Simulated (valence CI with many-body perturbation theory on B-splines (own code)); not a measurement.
**In¹⁷⁺: electric-dipole lines**

Method: valence CI with perturbative core correlation (CI+MBPT): four valence electrons over a frozen Dirac-Fock core [Ar] 3d10, a basis of 11 s, 11 p, 9 d, 7 f, 5 g, 2 h, 1 i functions for each j, with the one-electron correlation potential Σ1, the two-electron term Σ2, the three-electron term Σ3, Breit, model QED; selected CI, second order for the rest (own B-spline code, finite nucleus).

No measured levels were compared; by estimate levels hold to about 250 cm⁻¹ or 0.2 % of their energy and the worst to 1 %, as in measured heavy ions of charge 2 to 7; those with d or f electrons hold less well.

Lines 151 to 200 of 222 in falling wavelength, among levels below 142.36 eV, chosen from the strongest by gf and those to the six lowest levels. Wavelengths and rates use the calculated energies, so an error of 1000 cm⁻¹ moves a line at 159.9 Å by 0.16 % and its rate by three times that or more. Electric multipoles are in the length gauge, E1 and E2 with the static RPA response of the core. Weak lines are less certain than strong ones. Lines between different terms over intervals too small for the method are left out, as are lines whose strength nearly cancels. Where a level lies close to another of its J and parity, the split of strength between their lines is uncertain. The highest levels of a list are the least certain.

Names give the largest LS component (configuration and term), which can be under half, so a name can repeat, a term be missing and a line seem to break the LS rules; names also repeat where a configuration has a term twice. Letters in brackets count levels of one name in rising energy.

| λ vac (Å) | Upper | Lower | A (s⁻¹) | S (a.u.) with core polarisation | S without |
| --- | --- | --- | --- | --- | --- |
| 159.9 | 4s4p²4d ³P_1 [b] | 4s4p³ ³P°_0 | 2.73e+10 | 1.65e-01 | 1.79e-01 |
| 159.8 | 4s²4p4d ³D°_1 | 4s²4p² ³P_1 | 2.33e+10 | 1.41e-01 | 1.52e-01 |
| 159.1 | 4s4p²4d ³F_2 [a] | 4s4p³ ⁵S°_2 | 3.32e+09 | 3.30e-02 | 3.57e-02 |
| 158.7 | 4s4p²4d ³P_1 [c] | 4s4p³ ¹D°_2 [a] | 4.87e+10 | 2.88e-01 | 3.12e-01 |
| 158.5 | 4s4p²4d ³D_3 [b] | 4s4p³ ³D°_3 | 2.37e+10 | 3.26e-01 | 3.53e-01 |
| 158.1 | 4s4p²4d ³F_2 [b] | 4s4p³ ³D°_1 | 3.10e+10 | 3.02e-01 | 3.26e-01 |
| 158.1 | 4s4p²4d ³P_2 [b] | 4s4p³ ¹D°_2 [a] | 5.75e+10 | 5.61e-01 | 6.07e-01 |
| 157.9 | 4s4p³ ¹P°_1 | 4s²4p² ³P_0 | 3.12e+09 | 1.82e-02 | 1.97e-02 |
| 157.8 | 4s4p²4d ¹G_4 | 4s4p³ ³D°_3 | 2.16e+10 | 3.77e-01 | 4.07e-01 |
| 156.5 | 4s4p²4d ³P_2 [b] | 4s4p³ ³P°_1 | 3.32e+10 | 3.14e-01 | 3.40e-01 |
| 155.4 | 4s4p²4d ³D_3 [a] | 4s4p³ ³D°_2 | 9.13e+09 | 1.18e-01 | 1.28e-01 |
| 155.0 | 4s4p²4d ³P_1 [c] | 4s4p³ ³P°_0 | 2.29e+10 | 1.26e-01 | 1.36e-01 |
| 154.9 | 4s4p²4d ³D_2 [a] | 4s4p³ ³D°_3 | 2.92e+10 | 2.68e-01 | 2.90e-01 |
| 154.3 | 4s4p²4d ³D_1 [a] | 4s4p³ ³D°_2 | 2.08e+10 | 1.13e-01 | 1.23e-01 |
| 154.2 | 4s²4p4d ¹F°_3 | 4s²4p² ¹D_2 | 1.89e+11 | 2.39e+00 | 2.58e+00 |
| 153.4 | 4s4p²4d ³F_3 [a] | 4s4p³ ⁵S°_2 | 4.48e+10 | 5.58e-01 | 6.03e-01 |
| 153.3 | 4s4p²4d ³D_3 [b] | 4s4p³ ³D°_2 | 7.30e+10 | 9.09e-01 | 9.79e-01 |
| 153.1 | 4s4p²4d ³F_3 [b] | 4s4p³ ³D°_3 | 5.64e+10 | 6.98e-01 | 7.55e-01 |
| 153.0 | 4s²4p4d ¹D°_2 | 4s²4p² ³P_2 | 5.71e+10 | 5.05e-01 | 5.48e-01 |
| 152.9 | 4s4p²4d ³D_2 [b] | 4s4p³ ³D°_3 | 7.31e+09 | 6.44e-02 | 6.99e-02 |
| 152.2 | 4s4p²4d ³D_1 [b] | 4s4p³ ³D°_2 | 1.30e+10 | 6.81e-02 | 7.37e-02 |
| 152.2 | 4s4p²4d ³P_2 [a] | 4s4p³ ⁵S°_2 | 1.50e+09 | 1.31e-02 | 1.43e-02 |
| 151.7 | 4s4p²4d ³P_0 [a] | 4s4p³ ³D°_1 | 3.76e+10 | 6.48e-02 | 7.04e-02 |
| 151.5 | 4s²4p4d ¹P°_1 | 4s²4p² ¹D_2 | 7.19e+07 | 3.70e-04 | 3.81e-04 |
| 150.5 | 4s4p²4d ³D_3 [c] | 4s4p³ ³D°_3 | 4.72e+10 | 5.56e-01 | 6.02e-01 |
| 150.0 | 4s4p²4d ⁵P_3 | 4s4p³ ⁵S°_2 | 1.15e+11 | 1.34e+00 | 1.45e+00 |
| 149.9 | 4s4p²4d ³D_2 [a] | 4s4p³ ³D°_2 | 6.64e+10 | 5.52e-01 | 5.98e-01 |
| 149.5 | 4s4p²4d ³D_1 [c] | 4s4p³ ³D°_2 | 4.83e+10 | 2.39e-01 | 2.59e-01 |
| 149.4 | 4s²4p4d ³P°_1 | 4s²4p² ³P_2 | 3.12e+10 | 1.54e-01 | 1.67e-01 |
| 149.4 | 4s²4p4d ¹D°_2 | 4s²4p² ³P_1 | 8.66e+10 | 7.12e-01 | 7.71e-01 |
| 149.3 | 4s²4p4d ³D°_3 | 4s²4p² ³P_2 | 1.80e+11 | 2.07e+00 | 2.23e+00 |
| 149.2 | 4s4p²4d ³D_1 [b] | 4s4p³ ³D°_1 | 3.11e+10 | 1.53e-01 | 1.66e-01 |
| 148.7 | 4s4p²4d ⁵P_2 | 4s4p³ ⁵S°_2 | 1.79e+11 | 1.45e+00 | 1.57e+00 |
| 148.0 | 4s4p²4d ³D_2 [b] | 4s4p³ ³D°_2 | 3.26e+10 | 2.61e-01 | 2.83e-01 |
| 147.9 | 4s4p²4d ⁵P_1 | 4s4p³ ⁵S°_2 | 1.79e+11 | 8.56e-01 | 9.27e-01 |
| 147.4 | 4s²4p4d ³P°_2 [b] | 4s²4p² ³P_2 | 3.68e+10 | 2.91e-01 | 3.15e-01 |
| 147.3 | 4s²4p4d ³P°_0 | 4s²4p² ³P_1 | 1.48e+11 | 2.33e-01 | 2.53e-01 |
| 147.2 | 4s4p²4d ³F_2 [c] | 4s4p³ ³D°_2 | 1.72e+10 | 1.35e-01 | 1.46e-01 |
| 146.6 | 4s4p²4d ³D_1 [c] | 4s4p³ ³D°_1 | 5.28e+10 | 2.46e-01 | 2.67e-01 |
| 146.1 | 4s²4p4d ³D°_1 | 4s²4p² ³P_0 | 1.85e+11 | 8.54e-01 | 9.24e-01 |
| 146.0 | 4s²4p4d ³P°_1 | 4s²4p² ³P_1 | 1.10e+11 | 5.07e-01 | 5.49e-01 |
| 145.8 | 4s4p²4d ³P_1 [a] | 4s4p³ ⁵S°_2 | 2.05e+10 | 9.43e-02 | 1.02e-01 |
| 145.8 | 4s4p²4d ³D_3 [c] | 4s4p³ ³D°_2 | 1.44e+11 | 1.54e+00 | 1.66e+00 |
| 145.7 | 4s4p²4d ³P_0 [b] | 4s4p³ ³D°_1 | 6.51e+10 | 9.93e-02 | 1.07e-01 |
| 145.4 | 4s4p²4d ³G_3 | 4s4p³ ⁵S°_2 | 1.16e+08 | 1.24e-03 | 1.34e-03 |
| 145.4 | 4s4p²4d ³F_4 [b] | 4s4p³ ³D°_3 | 2.41e+11 | 3.29e+00 | 3.55e+00 |
| 144.4 | 4s4p²4d ³F_2 [c] | 4s4p³ ³D°_1 | 1.36e+11 | 1.01e+00 | 1.09e+00 |
| 144.1 | 4s²4p4d ³P°_2 [b] | 4s²4p² ³P_1 | 2.60e+10 | 1.92e-01 | 2.08e-01 |
| 143.7 | 4s4p²4d ³F_2 [b] | 4s4p³ ⁵S°_2 | 1.53e+10 | 1.12e-01 | 1.21e-01 |
| 142.8 | 4s4p²4d ³D_2 [c] | 4s4p³ ³D°_1 | 5.39e+10 | 3.88e-01 | 4.18e-01 |
